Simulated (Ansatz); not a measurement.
`[SiH3][SiH]1C=N1` + `[CH3][SbH][NH2]` → `N[SiH]1C=N1` + `[CH3][SbH][SiH3]` at 400 K and 1 bar (redistribution).

Program: Ansatz. Geometries: PBE0-D4/def2-TZVP. ΔE: electronic, gas phase. CBS: MP2 limit from def2 TZ/QZ plus the TZ coupled-cluster correction, frozen cores. def2 core potentials past Kr. For Sb outer-core shells are correlated without core-valence functions, which leaves a few kJ/mol of doubt a bond. Each species was taken in one conformer, which may not be the lowest.

```tsv
species	CCSD(T)/CBS energy (Eh)	H − E (kJ/mol)	S (J/(mol·K))
`[SiH3][SiH]1C=N1`	-673.84732	167.8	359.1
`[CH3][SbH][NH2]`	-336.37630	207.7	349.1
`N[SiH]1C=N1`	-438.91336	167.4	326.2
`[CH3][SbH][SiH3]`	-571.34920	209.8	381.1
```

H − E and S are ideal-gas, rigid-rotor, harmonic terms from PBE0-D4/def2-TZVP, for one conformer and one mirror image of each species. 1 Eh = 2625.50 kJ/mol, R = 8.31446 J/(mol·K).

Task: By hand: ΔE, ΔH, ΔS and ΔG.

Result: ΔE = (-438.91336) + (-571.34920) − (-673.84732) − (-336.37630) = -0.03894 Eh = -102.2 kJ/mol. Δ(H − E) = 167.4 + 209.8 − 167.8 − 207.7 = 1.7, so ΔH = -100.5 kJ/mol. ΔS = 326.2 + 381.1 − 359.1 − 349.1 = -0.9 J/(mol·K). ΔG = -100.5 − 400 × (-0.9)/1000 = -100.1 kJ/mol.

Task: By hand: the equilibrium constant, and the temperature at which ΔG would vanish if ΔH and ΔS stayed fixed.

Result: log₁₀ K = −ΔG/(RT ln 10) = 13.1. ΔG = 0 at ΔH/ΔS = 111667 K, far beyond where these terms or the molecules hold.

The number of gas molecules stays the same, so ΔS is small and ΔH decides. A doubt of 5 kJ/mol in ΔE shifts log₁₀ K by 0.7 here. Other conformers and mirror images would add mixing entropy, several J/(mol·K) or more a flexible species. These are equilibria of isolated gas molecules and say nothing of rates. Largest T1 diagnostic: 0.017 (customary marks: 0.02 for closed shells, 0.045 for open ones).
